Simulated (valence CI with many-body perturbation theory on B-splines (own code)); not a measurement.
Results of a calculation; reference values are marked as such.
**Zr²⁷⁺: what the settings do**

Level of theory: valence CI with perturbative core correlation (CI+MBPT): three valence electrons over a frozen Dirac-Fock core [Ne], radial functions for each j: 6 s, 6 p, 5 d, 3 f, 1 g, with the one-electron correlation potential Σ1, the two-electron term Σ2, the three-electron term Σ3, Breit, model QED; selected CI, second order for the rest, scaled by the run's own slope (own B-spline code, finite nucleus).

No measured spectrum was set against this ion. As an estimate, large intervals hold to a few tenths of a per cent, small ones and those within an open d or f shell to about a per cent.

The reference run has the lowest level 3s²3p ²P°_1/2 and an ionisation energy of 1404.79 eV. Its largest variational space holds 2878 state functions.

Names give the largest LS component (configuration and term), which can be under half, so a name can repeat, a term be missing and a line seem to break the LS rules; names also repeat where a configuration has a term twice.

| Level | Reference (cm⁻¹) | Shift (cm⁻¹) |
| --- | --- | --- |
| 3s²3p ²P°_3/2 | 161732 | +7.7 |
| 3s3p² ⁴P_1/2 | 496074 | -77 |
| 3s3p² ⁴P_3/2 | 592906 | -117 |
| 3s3p² ⁴P_5/2 | 642257 | -89 |
| 3s3p² ²D_3/2 | 730466 | -451 |
| 3s3p² ²D_5/2 | 799902 | -599 |
| 3s3p² ²P_1/2 | 806893 | +331 |
| 3s3p² ²P_3/2 | 968480 | -2231 |
| 3s3p² ²S_1/2 | 969089 | +290 |
| 3s²3d ²D_3/2 | 1035290 | -6202 |
| 3s²3d ²D_5/2 | 1051440 | -9114 |
| 3p³ ²D°_3/2 | 1277530 | -754 |

The ionisation energy moves by -0.046 eV.

(1) Which of these changes was made?
A. hole-hole ladder in Σ2 on → off
B. highest l with Σ1, explicit Σ2 and valence Breit (higher l get mean screening factors) 3 → 1
C. selection threshold (hartree) 2e-08 → 1e-06

Answers

(1) B. highest l with Σ1, explicit Σ2 and valence Breit (higher l get mean screening factors) 3 → 1.
